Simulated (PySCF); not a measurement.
# Computed structure and properties of [Yb(H2CO)]2+

System: [Yb(H2CO)]2+ (singlet in the valence; each metal's 4f electrons, 14 of them, lie in its core potential, out of spins and levels); start: template (C2v). Method: PySCF 2.14.0, RKS PBE0, Yb lcecp-0-SVP with ECP60, O def2-SVP, C def2-SVP, H def2-SVP; non-relativistic Hamiltonian with scalar-relativistic core potentials where named; density fitting; no spin-orbit coupling.

Input of the relaxation:

```python
mol = gto.M(atom='''
Yb     0.00000     0.00000    -0.46590
O      0.00000     0.00000     2.09160
C      0.00000     0.00000     3.31160
H      0.94000    -0.00000     3.89160
H     -0.94000     0.00000     3.89160''',
    basis={'Yb': 'lcecp-0-SVP', 'O': 'def2-SVP', 'C': 'def2-SVP', 'H': 'def2-SVP'},
    ecp={'Yb': 'lcecp-0-SVP'},
    charge=2, spin=0)
mf = dft.RKS(mol, xc='PBE0')
mf.grids.atom_grid = (50, 194)  # f atoms: unpruned, at least (60, 302)
mf = mf.density_fit()  # fitting sets: Yb AutoAux, O def2-universal-JKFIT, C def2-universal-JKFIT, H def2-universal-JKFIT
mf.conv_tol = 1e-08; mf.max_cycle = 55
mf.kernel(dm0)  # dm0: converged density of the start geometry
# quasi-Newton relaxation in Cartesian coordinates to a largest gradient under 0.00045 Eh/bohr, steps kept in the point group
```

Run from Python with OMP_NUM_THREADS=2; the lines above give its settings. Where DIIS fails, smearing, a level shift and second-order steps follow.
It took 12 s on 2 threads of Arm Neoverse V1 (shared host), from the converged density of the start.

Course of the relaxation:

```json
{"step": "0", "energy above end (eV)": "0.2353", "largest force component within the symmetry (eV/Å)": "1.573"}
{"step": "1", "energy above end (eV)": "0.1406", "largest force component within the symmetry (eV/Å)": "1.124"}
{"step": "2", "energy above end (eV)": "0.0550", "largest force component within the symmetry (eV/Å)": "1.334"}
{"step": "3", "energy above end (eV)": "0.0081", "largest force component within the symmetry (eV/Å)": "0.346"}
{"step": "4", "energy above end (eV)": "0.0005", "largest force component within the symmetry (eV/Å)": "0.086"}
{"step": "5", "energy above end (eV)": "0.0000", "largest force component within the symmetry (eV/Å)": "0.018"}
{"step": "6", "energy above end (eV)": "0.0000", "largest force component within the symmetry (eV/Å)": "0.005"}
```

Relaxed geometry (C2v):

```xyz
5

Yb    0.0000    0.0000   -0.2351
O     0.0000    0.0000    2.0352
C     0.0000    0.0000    3.2657
H     0.9548    0.0000    3.8274
H    -0.9548    0.0000    3.8274
```

| contact | Å |
| --- | --- |
| Yb1–O2 (H2CO) | 2.270 |

On the finer grid (75, 302):

- HOMO: not given (4f levels lie in the core)
- LUMO: not given (4f levels lie in the core)
- Dipole about the centre of mass: 2.59 D
- Set of Mulliken populations of Yb1 outside the core potential: s 2.05, p 6.04, d 0.16, f 0.00
- D3(BJ) dispersion energy (not in the energies): -0.087 eV

| atom | Mulliken (e) | Löwdin (e) | spin (e) |
| --- | --- | --- | --- |
| Yb1 | 1.74 | 1.63 | 0.00 |
| O2 | -0.41 | -0.16 | 0.00 |
| C3 | 0.31 | 0.37 | 0.00 |
| H4 | 0.18 | 0.08 | 0.00 |
| H5 | 0.18 | 0.08 | 0.00 |

The 4f levels lie in the core potential and are missing.

On the grid (50, 194), as all that follows. Harmonic modes: a minimum; lowest 176 cm⁻¹ (negative: unstable), highest 3187 cm⁻¹, zero-point energy 0.786 eV.

Taking off one H2CO (charge 0, singlet; the rest: singlet) in vacuum, both parts rigid, costs 2.80 eV; the small basis without counterpoise inflates it. Parting with an electron moved from the ligand to the metal can be far cheaper, even downhill.

Rigid scan of H2CO along the line from its metal:

```tsv
distance to O2 (Å)	energy (eV)
1.97	0.638
2.07	0.239
2.17	0.051
2.27	0.000
2.37	0.037
2.47	0.128
2.67	0.387
```

One start shape was tried, so this needn't be the lowest isomer.

An lcecp potential fixes the number of 4f electrons, so in runs with it no electron can move into or out of that shell.
